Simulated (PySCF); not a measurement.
Mg(Me)2 (C₂H₆Mg), SMILES [Mg]([CH3])[CH3]. Geometry: PBE-D3(BJ)/def2-TZVP. The isomer is the one that the SMILES or the coordinates give; other isomers of the formula were not compared.

Task: Give the equilibrium geometry at PBE-D3(BJ)/def2-TZVP (PySCF confirms it by a frequency run) as a Z-matrix, and its point group. (The exact figures need the calculation; the answer reports its results.)

Result: point group D3.
```
Mg
C 1 2.1001
H 2 1.1019 1 111.82
H 2 1.1019 3 107.03 1 122.77
H 2 1.1019 3 107.03 4 114.46
C 1 2.1001 3 157.82 2 -180.00
H 6 1.1019 1 111.82 3 -73.49
H 6 1.1019 7 107.03 1 122.77
H 6 1.1019 7 107.03 8 114.46
```
Charge 0, spin multiplicity 1.
